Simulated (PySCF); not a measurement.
Run record: geometry optimisation, `[SiH3]C([SiH3])(C=C)[SiH3]`.

Computed with PBE0-D3(BJ)/def2-SVP geometry optimisation, gas phase (PySCF 2.14.0). Start geometry: GFN2-xTB. The input is one job of a driver script: a line of settings, then coordinates in Å.

Input:
```
{"job": {"xc": "PBE0", "basis": "def2-SVP", "d3": "d3bj", "grid": 1, "kind": "geom"}, "charge": 0, "multiplicity": 1}
C      1.696697     1.192107    -1.152235
C      1.118052     0.816313    -0.023447
C     -0.079937    -0.051977     0.136057
Si    -1.379279     0.968695     1.102073
Si    -0.836591    -0.653502    -1.509373
Si     0.465873    -1.559136     1.182018
H      2.569119     1.824830    -1.154827
H      1.327908     0.887303    -2.117150
H      1.547856     1.166148     0.911223
H     -0.802136     1.444852     2.363242
H     -1.772878     2.134995     0.307760
H     -2.556300     0.148328     1.390589
H     -1.296859     0.478883    -2.318642
H      0.129464    -1.437976    -2.283979
H     -1.989045    -1.507663    -1.208883
H      1.047025    -1.106213     2.449784
H     -0.682318    -2.422004     1.462044
H      1.484590    -2.317666     0.452090
```

Task: Estimate the output.

Result: 
```
step   0  E = -989.11301614  max force = 0.013627
step   1  E = -989.11711274  max force = 0.001800
step   2  E = -989.11717489  max force = 0.000772
step   3  E = -989.11715279  max force = 0.001370
step   4  E = -989.11717991  max force = 0.000474
step   5  E = -989.11718479  max force = 0.000228
optimisation converged
```

Energies in Eh; «max force» is the largest Cartesian gradient component in Eh/bohr.

Task: At which steps does the energy rise by more than 1e-5 Eh?

Result: At step 3 (+0.02 mEh).

Task: Give the first gradient maximum in eV/Å.

Result: With 1 Eh/bohr = 51.422 eV/Å, 0.701 eV/Å.

In short: final energy -989.11718 Eh after 5 steps; dipole 0.50 D.

Task: Give the final coordinates.

Result: 0.047 Å rms from the input after alignment:
```
atom  x, y, z in Å
C1     1.5379    0.9946   -1.2678
C2     0.9601    0.6042   -0.1266
C3    -0.2492   -0.2768    0.0359
Si4   -1.5618    0.6903    1.0138
Si5   -1.0126   -0.8647   -1.5971
Si6    0.2608   -1.7969    1.0577
H7     2.4194    1.6397   -1.2502
H8     1.1679    0.6959   -2.2538
H9     1.4097    0.9597    0.8126
H10   -0.9706    1.1577    2.3062
H11   -2.0131    1.8790    0.2291
H12   -2.7407   -0.1814    1.3062
H13   -1.4602    0.2984   -2.4235
H14   -0.0277   -1.6658   -2.3873
H15   -2.1962   -1.7234   -1.2900
H16    0.8644   -1.3457    2.3500
H17   -0.9301   -2.6518    1.3512
H18    1.2710   -2.6013    0.3060
```

Task: Estimate the wall time. Hardware: an x86-64 server with one thread, no GPU (shared host).

Result: About 74 s.
Labels such as C1 count atoms from 1, the log's own numbers from 0.
